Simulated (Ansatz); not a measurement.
BrH$_{6}$NSi$_{2}$ (`[SiH3]N[SiH2]Br`). Charge 0, multiplicity 1.

```xyz
10

Si    0.980    0.042    1.239
N     0.134   -0.661   -0.102
Si   -0.803    0.155   -1.275
Br   -2.893    0.574   -0.603
H     1.050    1.500    0.977
H     0.287   -0.198    2.533
H     2.349   -0.528    1.340
H     0.016   -1.665   -0.077
H    -0.190    1.471   -1.548
H    -0.931   -0.687   -2.484
```

Q: What are the harmonic wavenumbers in cm⁻¹ at PBE0-D4/def2-TZVP (Ansatz, finite differences of forces, unscaled)? (Estimate.)

A: Computed: 38, 70, 178, 229, 378, 430, 556, 627, 710, 722, 833, 869, 925, 934, 953, 962, 997, 1207, 2220, 2226, 2247, 2254, 2273, 3599.

Q: Is this a minimum?

A: Yes, all 24 modes are real.

Q: Give the ideal-gas thermochemistry at 298.15 K and 1 bar (rigid rotor, harmonic oscillator; point group C1, symmetry number 1).

A: Zero-point energy 158.1 kJ/mol; H(298) − E = 179.3 kJ/mol; entropy 366.2 J/(mol·K), of which translation 171.8, rotation 118.7, vibration 75.7; G(298) − E = 70.1 kJ/mol. Modes under 100 cm⁻¹ are hindered rotations or soft bends, so the harmonic entropy is rough.

Q: Rotational constants (cm⁻¹)?

A: 0.2097, 0.0344, 0.03105.
